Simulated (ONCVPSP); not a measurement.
# Which change was made? (Hg, ONCV)

- Element: Hg (Z = 80)
- Generator: ONCVPSP 4.0.1
- Type: optimised norm-conserving Vanderbilt (ONCV)
- Functional: PBE
- Relativity: scalar-relativistic
- Frozen core: [Kr] 4d10 4f14
- Valence charge: 20
- Reference configuration: 5s2 5p6 5d10 6s1 (charge +1)
- Partial waves: 5s+6s: rc 1.50 bohr, ncon 4, nbas 8, qcut 8.6 1/bohr, 2 projectors; 5p: rc 1.75 bohr, ncon 4, nbas 8, qcut 6.2 1/bohr, 2 projectors, debl 3 Ha; 5d: rc 1.55 bohr, ncon 5, nbas 8, qcut 5.5 1/bohr, 3 projectors, debl 4 Ha
- Local potential: polynomial inside 1.05 bohr (lpopt 4, dvloc0 0 Ha)
- Core correction: none

Cutoffs, loose and tight: the cutoffs (Ha) at which the residual kinetic energy of the hardest occupied pseudo-wave falls to 1 and 0.1 mHa per electron. They do not see the model core or the augmentation charge, which bear on the density cutoff. Test errors are all-electron minus pseudo excitation energies from the reference, over the configurations 5s2 5p6 5d10 6s2; 5s2 5p6 5d10 6s0; 5s2 5p6 5d9 6s0; 5s2 5p6 5d10 6s1 6p1; variants that change the core or the reference have their own tests.

The base gives: outcome: generated; cutoff, loose: 39 Ha; cutoff, tight: 78 Ha; bound ghosts: none; GHOST(+) flags above zero: s; largest test error (meV): -15.

(1) After one change the result is: outcome: generated, projector energies reset by the program; cutoff, loose: 50 Ha; cutoff, tight: 64 Ha; bound ghosts: none; GHOST(+) flags above zero: d; largest test error (meV): -16. Which change was it?
A. all radii scaled by about 0.85 (s 1.28, p 1.50, d 1.32 bohr); local potential polynomial inside 0.90 bohr (lpopt 4, dvloc0 0 Ha)
B. all radii scaled by about 1.17 (s 1.76, p 2.04, d 1.82 bohr); local potential polynomial inside 1.22 bohr (lpopt 4, dvloc0 0 Ha)
C. all radii scaled by about 1.04 (s 1.56, p 1.82, d 1.62 bohr); local potential polynomial inside 1.10 bohr (lpopt 4, dvloc0 0 Ha)
D. all radii scaled by about 1.30 (s 1.96, p 2.28, d 2.02 bohr); local potential polynomial inside 1.36 bohr (lpopt 4, dvloc0 0 Ha)

Answers

(1) B. The others give: all radii scaled by about 1.30 (s 1.96, p 2.28, d 2.02 bohr); local potential polynomial inside 1.36 bohr (lpopt 4, dvloc0 0 Ha) → outcome: generated, projector energies reset by the program; cutoff, loose: 39 Ha; cutoff, tight: 52 Ha; bound ghosts: none; GHOST(+) flags above zero: s; largest test error (meV): -17 | all radii scaled by about 1.04 (s 1.56, p 1.82, d 1.62 bohr); local potential polynomial inside 1.10 bohr (lpopt 4, dvloc0 0 Ha) → outcome: generated; cutoff, loose: 52 Ha; cutoff, tight: 76 Ha; bound ghosts: none; GHOST(+) flags above zero: s; largest test error (meV): -15 | all radii scaled by about 0.85 (s 1.28, p 1.50, d 1.32 bohr); local potential polynomial inside 0.90 bohr (lpopt 4, dvloc0 0 Ha) → outcome: generated; cutoff, loose: 32 Ha; cutoff, tight: 60 Ha; bound ghosts: none; GHOST(+) flags above zero: s, d; largest test error (meV): -14.
